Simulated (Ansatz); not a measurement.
`ClB(Cl)[SeH]` from Hartree–Fock to CCSD(T)

```
atom    x (Å)    y (Å)    z (Å)
 Cl1  -0.2258   0.6033  -1.7140
  B2   0.4741   0.0297  -0.2236
 Cl3   2.2028  -0.1798  -0.1016
 Se4  -0.5823  -0.3944   1.3309
  H5  -1.8688  -0.0588   0.7083
```

Total charge 0; spin multiplicity 1. Correlated methods include outer-core shells of Se, which these sets cover unevenly. Scalar relativity is left out up to krypton. The geometry is a stationary point of PBE0-D4/def2-TZVP. It is one conformer, not always the lowest. Frozen core, restricted reference, the Gaussian-basis code of Ansatz.

```json
{"basis": "def2-SVP", "HF (Eh)": "-3343.61367", "MP2 corr.": "-0.58710"}
{"basis": "def2-TZVPP", "HF (Eh)": "-3344.24907", "MP2 corr.": "-0.74983"}
{"basis": "def2-QZVPP", "HF (Eh)": "-3344.32234", "MP2 corr.": "-1.09865"}
```

Problem. Estimate the CCSD correlation energy and the (T) correction in each basis where they were run (hartree).

Solution. 
```tsv
basis	CCSD corr.	(T)
def2-SVP	-0.61676	-0.01717
def2-TZVPP	-0.78628	-0.03488
```
